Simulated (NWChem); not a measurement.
**Atomisation of C$_{2}$H$_{2}$Cl**

```xyz
5

C      1.6920    -0.3352     0.0000
C      0.4360    -0.7015     0.0000
Cl    -0.8935     0.4359     0.0000
H      2.3171     0.5543     0.0000
H      0.1032    -1.7442     0.0000
```
Charge 0, spin multiplicity 2.

The numbers come from NWChem runs, not from measurements. Structure: optimised with UPBE0/def2-SVP, a minimum by its harmonic frequencies.

Basis set: def2-TZVP. The atomisation energy is electronic alone: no zero-point, thermal, spin-orbit or counterpoise terms. No value is extrapolated to the basis-set limit. Free atoms are single determinants with multiplicities C 3, Cl 2, H 2. Correlated methods freeze the same cores in atoms and molecule, 7 orbitals in all.

Costs are rough ratios of processor time within this set of runs, SCF included, with BLYP as 1. Costs are the molecule's.

B3LYP has NWChem's definition, with VWN1-RPA local correlation. The structure started from a generated list of species. The unpaired electrons of the parent sit in orbitals of symmetry a' (Cs labels of the run); other states weren't searched. No SCF solution was tested for a lower state. Open-shell Hartree-Fock references start from PBE0 orbitals; any time given for them includes that run.

```tsv
method	atomisation energy (kcal/mol)	relative cost	remark
BLYP	423.5	1	-
PBE	…	under 3	-
BHandHLYP	405.5	under 3	-
PBE0	430.7	under 3	-
B3LYP	…	under 3	-
M06-2X	424.9	under 3	-
HF	306.0	under 3	spin-contaminated
MP2	…	4	spin-contaminated
```

Q: Complete the blanks.

A: 
- PBE, atomisation energy (kcal/mol): 442.5
- B3LYP, atomisation energy (kcal/mol): 422.0
- MP2, atomisation energy (kcal/mol): 410.3
